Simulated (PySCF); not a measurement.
**Computed properties of Si(Cl)2(GeH3)(OH) (Cl₂GeH₄OSi), SMILES O[Si](Cl)(Cl)[GeH3]**

Cl₂GeH₄OSi, SMILES O[Si](Cl)(Cl)[GeH3]. The structure is a stationary point at B3LYP-D3(BJ)/def2-SVP. One conformer was computed; it need not be the lowest. All values are computed for the isolated molecule unless a solvent is named; none is compared with measurement here.

**Structure.** The optimised structure has Cs symmetry. All 21 harmonic modes at B3LYP-D3(BJ)/def2-SVP (PySCF) are real, so it is a minimum. With heavy atoms numbered as in [OH:1][Si:2]([Cl:3])([Cl:4])[GeH3:5], the shortest bond between them is O1–Si2 at 1.651 Å and the longest Si2–Ge5 at 2.371 Å.

**Vibrations.** The strongest infrared lines (harmonic, unscaled, degenerate partners summed) lie at 794 cm⁻¹ (216 km/mol, H 91 %), 802 cm⁻¹ (193 km/mol, H 70 %, O 19 %, Si 9 %), 583 cm⁻¹ (145 km/mol, Si 64 %, Cl 26 %, H 8 %). The softest mode is at 88 cm⁻¹ and the zero-point energy is 26.0 kcal/mol.

**Electronic structure.** PBE0/def2-TZVP (PySCF) places the frontier levels at -8.52 and -0.25 eV, a gap of 8.27 eV, and gives a dipole moment of 0.89 D and a mean polarisability of 83.8 bohr³. PBE/def2-TZVP (PySCF) at the same geometry gives -7.33 and -1.12 eV, so its gap is 2.06 eV narrower. An orbital gap is neither the optical nor the fundamental gap.

**Excitations.** TDA-PBE0/def2-SVPD (PySCF) has S1 at 7.15 eV (173 nm, f = 0.183, bright); the most intense of the 10 singlets computed lies at 7.15 eV (f = 0.18). T1 (TDA) is at 6.20 eV, 0.95 eV under S1. TDA-PBE/def2-SVPD (PySCF) puts S1 at 6.45 eV. No vertical singlet excitation falls in the visible range (under 3.1 eV).

**NMR.** GIAO shifts at PBE0/pcSseg-1 (PySCF) (non-relativistic, atoms alike by connectivity averaged): ¹H from 3.2 to 4.1 ppm against TMS; ²⁹Si at 24.0 ppm against TMS. Without spin–orbit terms, shifts of atoms bonded to Cl or Br come out too high.
